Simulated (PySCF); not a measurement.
Compound: C2H9GeOP.
Numbering: `[CH3:1][O:2][Ge@H:3]([CH3:4])[PH2:5]` (hydrogens: H6, H7, H8 on C1; H9 on Ge3; H10, H11, H12 on C4; H13, H14 on P5)

Method used: PBE0-D3(BJ)/def2-SVP geometry optimisation, gas phase (PySCF 2.14.0).

What internal coordinates does the optimisation give?

```csv
bond,length (Å),order
C1–O2,1.396,single
O2–Ge3,1.788,single
Ge3–C4,1.949,single
Ge3–P5,2.316,single
"C1–H6, C1–H7, C1–H8",1.106,single
Ge3–H9,1.549,single
"C4–H10, C4–H11, C4–H12",1.100,single
"P5–H13, P5–H14",1.431,single
```

Bonds in one row agree within 0.01 Å and their mean is given. Orders are formal, as drawn. A selection of angles:
```csv
angle,degrees
O2–C1–H6,112.9
O2–C1–H7,108.7
H6–C1–H7,107.3
C1–O2–Ge3,120.3
O2–Ge3–C4,109.1
O2–Ge3–P5,102.7
O2–Ge3–H9,108.1
C4–Ge3–P5,114.5
C4–Ge3–H9,111.1
P5–Ge3–H9,111.0
Ge3–C4–H10,110.4
Ge3–C4–H11,110.7
H10–C4–H11,108.5
H10–C4–H12,108.9
Ge3–P5–H13,92.2
H13–P5–H14,92.9
```

Dihedral angles: C1–O2–Ge3–C4 -72° (synclinal).

Ge3 (germanium bonded to C, O, P and H) is distorted tetrahedral (angles from 102.7° to 114.5°). P5 (three-coordinate phosphorus) is pyramidal (angles 92.9°, 92.4° and 92.2°, sum 277.5°, 0.89 Å off the plane of its three neighbours). O2 (oxygen bonded to C and Ge) is bent (angle 120.3°).

Point group: C1 (no symmetry element, even within 0.4 Å). No PBE0-D3(BJ)/def2-SVP frequencies stand behind this structure, so it isn't proved a minimum. One conformer, not necessarily the lowest (C1–O2–Ge3–C4 -72°, O2–Ge3–P5–H 72° and 165°).
